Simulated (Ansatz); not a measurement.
`C=C=C(F)[SiH2]F` + `[SiH3]S` → `F[SiH2]S[SiH3]` + `C=C=CF` at 600 K and 1 bar (ligand exchange at the Si–C bond).

Program: Ansatz. Geometries: PBE0-D4/def2-TZVP. ΔE: electronic, gas phase. CCSD(T)/CBS adds triple-zeta CCSD(T) − MP2 to the extrapolated MP2 energy (def2 sets, frozen cores). This one scheme is used for every species. One conformer a species, not always the lowest.

```json
{"species": "`C=C=C(F)[SiH2]F`", "CCSD(T)/CBS energy (Eh)": "-605.21151", "H − E (kJ/mol)": "218.4", "S (J/(mol·K))": "448.1"}
{"species": "`[SiH3]S`", "CCSD(T)/CBS energy (Eh)": "-689.27336", "H − E (kJ/mol)": "126.3", "S (J/(mol·K))": "326.2"}
{"species": "`F[SiH2]S[SiH3]`", "CCSD(T)/CBS energy (Eh)": "-1078.84190", "H − E (kJ/mol)": "184.4", "S (J/(mol·K))": "442.7"}
{"species": "`C=C=CF`", "CCSD(T)/CBS energy (Eh)": "-215.66729", "H − E (kJ/mol)": "166.5", "S (J/(mol·K))": "333.7"}
```

H − E and S are ideal-gas, rigid-rotor, harmonic terms from PBE0-D4/def2-TZVP, for one conformer and one mirror image of each species. 1 Eh = 2625.50 kJ/mol, R = 8.31446 J/(mol·K).

**Question.** By hand: ΔE, ΔH, ΔS and ΔG.

**Answer.** ΔE = (-1078.84190) + (-215.66729) − (-605.21151) − (-689.27336) = -0.02432 Eh = -63.9 kJ/mol. Δ(H − E) = 184.4 + 166.5 − 218.4 − 126.3 = 6.2, so ΔH = -57.7 kJ/mol. ΔS = 442.7 + 333.7 − 448.1 − 326.2 = 2.1 J/(mol·K). ΔG = -57.7 − 600 × (2.1)/1000 = -59.0 kJ/mol.

**Question.** By hand: the equilibrium constant, and the temperature at which ΔG would vanish if ΔH and ΔS stayed fixed.

**Answer.** log₁₀ K = −ΔG/(RT ln 10) = 5.1. ΔH and −TΔS have one sign here, so there is no such temperature. One of them is within its doubt of zero, so this could turn.

The number of gas molecules stays the same, so ΔS is small and ΔH decides. A doubt of 5 kJ/mol in ΔE shifts log₁₀ K by 0.4 here. Other conformers and mirror images would add mixing entropy, several J/(mol·K) or more a flexible species. Modes under 60 cm⁻¹, often nearly free rotors, make the harmonic entropy too high. These are equilibria of isolated gas molecules and say nothing of rates. Largest T1 diagnostic: 0.013 (customary marks: 0.02 for closed shells, 0.045 for open ones).
